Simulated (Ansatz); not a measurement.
```yaml
crystal:
  periodic: [false, false, false]
  atoms:
    - {symbol: F, position_ang: [-0.607166, -1.276631, 1.005447]}
    - {symbol: V, position_ang: [-0.014294, -0.026056, 0.038861]}
    - {symbol: F, position_ang: [1.547034, -0.727319, 0.075442]}
    - {symbol: F, position_ang: [-1.086081, -0.413666, -1.192687]}
    - {symbol: F, position_ang: [0.656899, 1.236326, -1.007146]}
    - {symbol: F, position_ang: [-0.422784, 1.184692, 1.127145]}
basis:
  gaussian: {orbitals: x2c-TZVPPall}
hamiltonian: {xc: {name: HF}}
correlation: {active_space: {window: {electrons: 2, orbitals: 1}}}
```

```sh
$ ansatz run in.yaml --threads 4 --pin off --events-out ev --progress --plain --max-ram 10444MiB
```

Output, abridged:

```
Functional definition: HF
1509 factors; integrals over basis functions are off by at most 8.0e-4 eV
mean field evaluation 1: about -39332.8781 eV, gradient 9.8e1 eV
mean field evaluation 2: about -39333.0705 eV, gradient 9.8e1 eV
mean field evaluation 4: about -39348.2848 eV, gradient 1.8e1 eV
mean field evaluation 8: about -39348.7862 eV, gradient 2.0e0 eV
mean field evaluation 16: about -39348.8033 eV, gradient 1.2e-5 eV
mean field -39348.80326307 eV, -1446.0418483411 hartree, gradient 1.8e-6 eV, S^2 0.000000; 0 other end points of the search recorded, 0 dependent functions left out
reference -39348.80326307 eV, -1446.0418483411 hartree; 34, 34 occupied and 185, 185 virtual orbitals, 1509 factors
state -39348.80326307 eV, -1446.0418483411 hartree
Total energy: -39348.80326307 eV, -1446.0418483411 hartree
Relativity: scalar
```

Run time 11 s (4 threads of an Arm Neoverse V2 on a shared host); peak host memory 0.62 GiB.
